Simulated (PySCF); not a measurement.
Coordinates in bohr (charge 0 multiplicity 1):
```
Ru    0.0000    0.0000    1.7175
O     0.0000    0.0000    4.7890
I     3.9488    0.0000   -0.9988
I    -3.9488    0.0000   -0.9988
```

Level of theory: PySCF, PBE, basis Ru def2-SVP with ECP28, O def2-SVP, I def2-SVP with ECP28 (scalar-relativistic core potentials, no spin–orbit coupling, density fitting).

This geometry of RuOI2 is a stationary point at this level.

Task: What is the point group?

Result: C2v.

Task: Is it a minimum?

Result: Yes: all harmonic wavenumbers are real.

Task: List the harmonic modes with their infrared intensities.

Result: 
| symmetry | ω (cm⁻¹) | IR (km/mol) | type |
| --- | --- | --- | --- |
| a1 | 62 | 0.3 | bend |
| b1 | 127 | 0.0 | bend |
| b2 | 159 | 0.6 | bend |
| a1 | 212 | 1.9 | stretch |
| b2 | 274 | 40.9 | mixed |
| a1 | 1037 | 176 | stretch |

Task: Give the atomic charges and bond orders.

Result: 
```csv
atom,Mulliken,Löwdin,polar tensor,Mayer order to Ru1
Ru1,0.20,-0.69,1.13,–
O2,-0.23,0.08,-0.64,2.04
"I3,4",0.02,0.31,-0.24,1.32
```

Task: Give the ideal-gas entropy at 298.15 K and 1 bar by parts.

Result: translation 182.7, rotation 125.0, vibration 57.1, spin 0.0; total 364.8 J/(mol K).

In C2v the vibrations span 3a1 + b1 + 2b2. Here b1 is antisymmetric to the molecular plane and b2 lies in it.

Stability towards spin polarisation was not tested. This need not be the most stable arrangement of these atoms.
